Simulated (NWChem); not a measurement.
System: BeH₂SO; SMILES [Be]([SH])[OH]

```xyz
5

Be     0.0186    -0.6694    -0.0618
O      0.0007    -2.0856    -0.1813
H     -0.0711    -2.8291     0.4299
S      0.0784     1.2366     0.0816
H     -1.2796     1.3269    -0.0201
```
Atoms are numbered in this order, from 1.

Coordinates come from a PBE-D3(BJ)/def2-SVP optimisation.

 Unshifted, non-relativistic core excitations; the lowest 4 roots alone, so stronger bands may lie above.

**Question.** List the first S K-edge excitations from PBE/def2-TZVP, restricted-window TDA (NWChem).

**Answer.** 
```json
[
 {"state": "S1", "energy (eV)": "2394.4", "dipole oscillator strength": "0.0005", "leading excitation (squared amplitude)": "1s of atom 4 or its equivalents → LUMO (1.00)"},
 {"state": "S2", "energy (eV)": "2394.9", "dipole oscillator strength": "0.0005", "leading excitation (squared amplitude)": "1s of atom 4 or its equivalents → LUMO+1 (1.00)"},
 {"state": "S3", "energy (eV)": "2395.6", "dipole oscillator strength": "0.0011", "leading excitation (squared amplitude)": "1s of atom 4 or its equivalents → LUMO+2 (1.00)"},
 {"state": "S4", "energy (eV)": "2395.8", "dipole oscillator strength": "0.0022", "leading excitation (squared amplitude)": "1s of atom 4 or its equivalents → LUMO+3 (1.00)"}
]
```
